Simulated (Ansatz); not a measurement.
Mulliken charges of `[NH2][Nb]([NH2])([OH])=[S]` from ωB97M-V/def2-TZVPP in Ansatz (PBE0-D4/def2-TZVP geometry).

```csv
atom,x (Å),y (Å),z (Å),charge (e)
N1,-1.534,-0.033,-0.891,-0.511
Nb2,0.093,0.382,0.130,1.164
N3,0.741,-1.199,1.101,-0.511
O4,1.437,0.885,-1.110,-0.504
S5,-0.392,1.898,1.572,-0.370
H6,-2.447,0.359,-0.714,0.146
H7,-1.576,-0.701,-1.648,0.121
H8,0.773,-1.291,2.106,0.146
H9,1.054,-2.051,0.658,0.121
H10,1.934,1.700,-1.200,0.198
```

By hand: the dipole of these point charges (1 e Å = 4.8032 D).

Σ q r = (0.010, -0.207, -0.132) e Å, of length 0.246 e Å = 1.18 D.

How does the dipole of the full density compare? (An estimate is asked.)

Computed: (0.073, -0.485, -0.367) e Å, 2.94 D; the point charges give 0.40 times that, at 6° from its direction.

Point charges leave out the atoms' own dipoles, such as those of lone pairs, and Mulliken's split depends on the basis, so the two needn't agree.
